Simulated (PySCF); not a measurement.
# Nuclear quadrupole coupling in `CC(C)/C=C(\[SiH3])C(=O)F`

Compound: C₆H₁₁FOSi.
Numbering: `[CH3:1][CH:2]([CH3:3])/[CH:4]=[C:5](\[SiH3:6])[C:7](=[O:8])[F:9]` (hydrogens: H10, H11, H12 on C1; H13 on C2; H14, H15, H16 on C3; H17 on C4; H18, H19, H20 on Si6)

Geometry (GFN2-xTB, Å), atoms numbered from 1 in this order:
```xyz
20
C6H11FOSi angstrom
C      2.138    0.022   -1.015
C      1.076    0.225    0.070
C      1.655   -0.100    1.450
C     -0.079   -0.673   -0.202
C     -1.351   -0.305   -0.407
Si    -2.155    1.414   -0.440
C     -2.363   -1.300   -0.694
O     -3.499   -1.106   -0.986
F     -1.930   -2.602   -0.612
H      2.989    0.672   -0.830
H      1.729    0.258   -1.995
H      2.485   -1.009   -1.023
H      0.750    1.267    0.056
H      2.501    0.548    1.662
H      1.993   -1.133    1.492
H      0.902    0.050    2.221
H      0.180   -1.728   -0.237
H     -2.499    1.708   -1.828
H     -1.204    2.411    0.059
H     -3.320    1.390    0.438
```

Field gradients from the PBE0/pcSseg-1 density (PySCF, non-relativistic), principal values in atomic units, ordered |Vxx| ≤ |Vyy| ≤ |Vzz|:

```
atom     Vxx     Vyy      Vzz
  O8  0.5028  1.0380  -1.5408
```

Find the asymmetry η = (Vxx − Vyy)/Vzz and the couplings χ = eQV/h (234.96 MHz × Q in barn × V in au), with Q(17O) = −0.0256 b.

```json
{"atom": "O8", "environment": "carbonyl oxygen", "nucleus": "17O", "η": "0.35", "χzz (MHz)": "9.27", "χxx (MHz)": "-3.02", "χyy (MHz)": "-6.24"}
```

The tensor is traceless: Vxx + Vyy + Vzz = 0.

What is Vzz at O8 in SI units (1 au = 9.71736 × 10²¹ V/m²)?

-1.5408 au = -14.972 × 10²¹ V/m².

And the gradient at the other heavy atoms, for which no coupling is worked out here?

```tsv
atom	environment	Vzz (au)	η
C1	methyl carbon	0.083	0.13
C2	allylic carbon	-0.075	0.13
C3	methyl carbon	0.085	0.14
C4	alkene CH carbon	0.525	0.18
C5	fully substituted alkene carbon	-0.221	0.91
Si6	SiH3 silicon	0.264	0.53
C7	acyl halide carbon	-0.536	0.22
F9	acyl fluorine	2.546	0.30
```

What couplings would deuterons (Q(2H) = 0.00286 b) have in place of the hydrogens, at this geometry?

| atom | bonded to | bond length (Å) | Vzz (au) | η | χzz (kHz) |
| --- | --- | --- | --- | --- | --- |
| H10 | C1 | 1.087 | 0.3154 | 0.02 | 212 |
| H11 | C1 | 1.088 | 0.3132 | 0.02 | 210 |
| H12 | C1 | 1.088 | 0.3125 | 0.03 | 210 |
| H13 | C2 | 1.092 | 0.2959 | 0.02 | 199 |
| H14 | C3 | 1.087 | 0.3152 | 0.02 | 212 |
| H15 | C3 | 1.088 | 0.3127 | 0.03 | 210 |
| H16 | C3 | 1.087 | 0.3135 | 0.02 | 211 |
| H17 | C4 | 1.087 | 0.3053 | 0.03 | 205 |
| H18 | Si6 | 1.460 | 0.1648 | 0.02 | 111 |
| H19 | Si6 | 1.465 | 0.1611 | 0.03 | 108 |
| H20 | Si6 | 1.458 | 0.1655 | 0.03 | 111 |

Geometry: GFN2-xTB, one conformer, isolated molecule. GFN2-xTB bond lengths can be off by several hundredths of an ångström, more for odd bonds, and the gradients follow them. These gradients aren't converged with respect to the basis.

The run behind these numbers computed NMR shieldings as well. Cost: about 2.2 min of CPU time on one thread; the machine was shared, so the figure is rough.
